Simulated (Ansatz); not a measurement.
Three-fold rotor about C1–Te2 in CH3BrTe (SMILES C[Te]Br); single points on GFN2-xTB geometries with the dihedral held.
Staggered geometry (60°) (charge 0, multiplicity 1):
```xyz
6

C     -0.69322    -0.04628     0.01325
Te     0.97825     1.31370    -0.06031
Br     2.61246    -0.41205     0.63775
H     -0.81428    -0.44875     1.01153
H     -1.56989     0.52807    -0.25417
H     -0.56017    -0.85498    -0.69496
```

Frozen-core correlation. Filled d and f shells under p-block atoms count as core. CBS: X⁻³ extrapolation of the correlation energy, Hartree–Fock from the larger set. MP2 and its Hartree–Fock in def2-QZVPP are density fitted.

The values were computed with Ansatz (an electronic-structure program).  In def2 rows elements past Kr take small-core potentials, without spin–orbit coupling.

Energies above the staggered point (kcal/mol):

```csv
dihedral (°),PBE/def2-TZVPP,"MP2/CBS(def2-TZVPP, def2-QZVPP) + ΔCCSD(T)/def2-TZVPP"
0,0.976,1.077
20,0.745,0.792
40,0.264,0.254
60,0.000,0.000
80,0.219,0.217
100,0.730,0.778
120,0.970,1.075
```

Moments of inertia of the two ends about the bond: 3.154 and 488.395 u Å².

Fit V = V₃/2 (1 − cos 3φ) + V₆/2 (1 − cos 6φ), φ counted from the staggered point, and estimate the harmonic torsional frequency.


V₃ is the energy at φ = 60°; at φ = 20° (mean of both sides) V = 0.25 V₃ + 0.75 V₆. The reduced moment I₁I₂/(I₁ + I₂) = 3.134 u Å² gives F = 16.8576/I = 5.379 cm⁻¹ (a rough rule where the frame isn't a symmetric top). Near the minimum V = kφ²/2 with k = (9V₃ + 36V₆)/2, and ω = √(2Fk), with 1 kcal/mol = 349.755 cm⁻¹.
- PBE/def2-TZVPP: V₃ = 0.98, V₆ = -0.003 kcal/mol, k = 1516 cm⁻¹/rad², ω = 128 cm⁻¹
- MP2/CBS(def2-TZVPP, def2-QZVPP) + ΔCCSD(T)/def2-TZVPP: V₃ = 1.08, V₆ = -0.045 kcal/mol, k = 1412 cm⁻¹/rad², ω = 123 cm⁻¹
